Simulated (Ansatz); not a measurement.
Basis-set series for `Cl/C=C(/Cl)Br`. The species carries charge 0 and has multiplicity 1. The structure was optimised at the PBE0-D4/def2-TZVP level.

```tsv
functional	basis	functions	energy (Eh)	HOMO (eV)	LUMO (eV)
PBE0-D4	def2-SVP	101	-3569.99140	-7.19	-0.64
PBE0-D4	def2-QZVPP	373	-3570.79303	-7.33	-0.94
ωB97M-V	def2-SVP	101	-3570.46395	-9.26	1.58
ωB97M-V	def2-QZVPP	373	-3571.25912	-9.45	1.14
```

Question: Give the rows for def2-TZVPP. (An estimate is asked.)

Answer: Ansatz gave: 
| functional | basis | functions | energy (Eh) | HOMO (eV) | LUMO (eV) |
| --- | --- | --- | --- | --- | --- |
| PBE0-D4 | def2-TZVPP | 208 | -3570.70945 | -7.30 | -0.87 |
| ωB97M-V | def2-TZVPP | 208 | -3571.17896 | -9.41 | 1.26 |

Positive LUMOs are unbound and depend on the basis. Scalar relativity is left out up to krypton.
